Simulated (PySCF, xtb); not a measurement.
BF, SMILES [B]F (connectivity only; charge and spin as stated), charge +1, multiplicity 2.

Harmonic wavenumbers (cm⁻¹) from GFN2-xTB run with xtb 6.7.1 at its own minimum, in rising order: 1845.

Task: What does B3LYP-D3(BJ)/def2-TZVPD (PySCF) give at its own minimum? (Estimate from the structure and the level; the computed values follow.)

Result: 1699. Paired by order, the mean absolute difference is 146 cm⁻¹ and the zero-point energies are 2.6 and 2.4 kcal/mol.
